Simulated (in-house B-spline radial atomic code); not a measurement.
Configurations of Sb, with energies counted from [Kr] 4d10 5s2 5p3. Method: scalar-relativistic (X2C) B3LYP, spin-polarised, spherical fractional occupations, Fermi nucleus of rms radius 4.6802 fm. Calculated with an all-electron radial atomic-structure program (B-spline basis). Caution: exact exchange at fractional occupations of open shells leaves self-interaction of up to several eV. Shells without spins written out take the highest spin.

Occupations are held fixed; configurations that lie above the ionisation limit could autoionise.

```json
{"configuration": "[Kr] 4d10 5s2 5p2 6d1", "E - E(ref) (eV)": "8.325", "highest orbital": "6d up", "its <r> (bohr)": "15.77"}
{"configuration": "[Kr] 4d10 5s(0 up, 1 down) 5p(1 up, 2 down) 5d(0 up, 1 down)", "E - E(ref) (eV)": "16.774", "highest orbital": "5d down", "its <r> (bohr)": "7.692"}
{"configuration": "[Kr] 4d9 5s2 5p3 6p1", "E - E(ref) (eV)": "39.798", "highest orbital": "6p up", "its <r> (bohr)": "8.749"}
{"configuration": "[Ar] 3d10 4s2 4p5 4d10 5s2 5p3 6s1", "E - E(ref) (eV)": "109.34", "highest orbital": "6s up", "its <r> (bohr)": "6.29"}
{"configuration": "[Ar] 3d10 4s2 4p5 4d10 5s2 5p3 6p1", "E - E(ref) (eV)": "110.7", "highest orbital": "6p up", "its <r> (bohr)": "8.738"}
{"configuration": "[Ar] 3d10 4s2 4p5 4d10 5s2 5p3 5d1", "E - E(ref) (eV)": "110.94", "highest orbital": "5d up", "its <r> (bohr)": "7.47"}
{"configuration": "[Ar] 3d10 4s2 4p5 4d10 4f1 5s2 5p3", "E - E(ref) (eV)": "112.03", "highest orbital": "4f up", "its <r> (bohr)": "18.17"}
```

(1) Order these further configurations by energy, lowest first.
A. [Kr] 4d(4 up, 5 down) 5s2 5p(1 up, 2 down) 5f(1 up, 0 down)
B. [Kr] 4d9 5s2 5p3 6f1
C. [Kr] 4d10 5s2 5p(2 up, 1 down)
D. [Kr] 4d10 5s(0 up, 1 down) 5p(0 up, 3 down) 6p(0 up, 1 down)
E. [Ar] 3d9 4s2 4p6 4d10 5s2 5p3 6s1

(2) How far above the reference does [Kr] 4d10 5s2 5p2 5d1 lie?

(3) How far above the reference does [Kr] 4d10 5s1 5p3 5f1 lie?

(4) How far above the reference does [Ar] 3d(4 up, 5 down) 4s2 4p6 4d10 5s2 5p(2 up, 1 down) 5d(0 up, 1 down) lie?

## Answers

(1) C (2.024 eV), D (13.413 eV), B (41.49 eV), A (43.864 eV), E (539.64 eV).

(2) 7.6561 eV; its least bound orbital is 5d up with <r> = 8.095 bohr.

(3) 14.919 eV; its least bound orbital is 5f up with <r> = 29.96 bohr.

(4) 543.86 eV; its least bound orbital is 5d down with <r> = 8.121 bohr.
